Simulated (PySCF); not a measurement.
Ligands exchanged one at a time, Ga Cl-SH. All species are isolated molecules in the gas phase. One relaxed conformer stands for each flexible species; it need not be the lowest. Strings in code marks are SMILES.

Level of theory: PySCF with PBE-D3(BJ)/def2-TZVP // r2SCAN-D4/def2-TZVP. Excitations are Tamm–Dancoff values on a coarser integration grid. The basis has no diffuse functions, so Rydberg states are missing or too high.

| species | HOMO–LUMO gap (eV) | LUMO (eV) | S1 oscillator strength | T1 excitation (TDA) (eV) | S1 excitation (TDA) (eV) |
|---|---|---|---|---|---|
| 0 of 3 Cl replaced by SH | 5.13 | -2.88 | 0.000 | 4.97 | 5.29 |
| 1 of 3 Cl replaced by SH (`[Ga]([Cl])([SH])[Cl]` (H–S–Ga–Cl torsion 180°)) | 4.62 | -2.49 | 0.007 | 4.42 | 4.75 |
| 2 of 3 Cl replaced by SH | 4.55 | -2.14 | 0.000 | 4.37 | 4.65 |
| 3 of 3 Cl replaced by SH | 4.58 | -1.87 | 0.000 | 4.43 | 4.65 |
